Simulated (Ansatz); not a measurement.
The molecule SbN, closed-shell singlet (the spin of the measured ground state). No spin–orbit coupling.

D_e counts from the fitted minimum to each atom's lowest state at the same level, without counterpoise. The singlet is restricted.

Codes used: Ansatz (Gaussian basis) for Hartree–Fock, density functionals and correlated methods.  In def2 rows elements past Kr take small-core potentials, without spin–orbit coupling.

Q: One of these levels gives 304.1 kJ/mol for the bond energy D_e. Which?
A. PBE0/def2-TZVPP
B. B97M-V/def2-TZVPP
C. PBE/def2-TZVPP
D. SVWN5/def2-TZVPP

A: A, PBE0/def2-TZVPP. The others give 493.1 (SVWN5/def2-TZVPP), 404.0 (PBE/def2-TZVPP), 339.5 (B97M-V/def2-TZVPP)

Ansatz is a quantum-chemistry and plane-wave program.
